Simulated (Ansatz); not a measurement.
```xyz
7

B     1.0850   -0.0429   -0.2438
Si   -0.8205    0.3265   -0.1887
F    -1.4188    1.6351    0.4910
I    -0.2610   -1.4045    1.5463
H     1.4767   -0.8993   -0.9757
H     1.8245    0.6155    0.4197
H    -1.8859   -0.2303   -1.0489
```

The species carries charge 0 and has multiplicity 1. I: def2 effective core potential.

(1) List the PBE0/def2-TZVPP orbital energies in eV (Ansatz 0.2.0). (An estimate is asked.)

Answers

(1) Computed: Occupied: -1804.40, -674.40, -188.25, -184.89, -146.59, -134.13, -134.00, -133.93, -101.33, -101.26, -101.14, -53.25, -53.21, -53.16, -53.03, -53.03, -33.77, -20.19, -16.13, -14.47, -13.32, -13.11, -12.28, -10.39, -10.09, -8.54, -8.18, -7.99. Lowest empty: -1.64, -0.63, -0.08, 0.87, 1.68, 2.38, 2.89, 2.98.
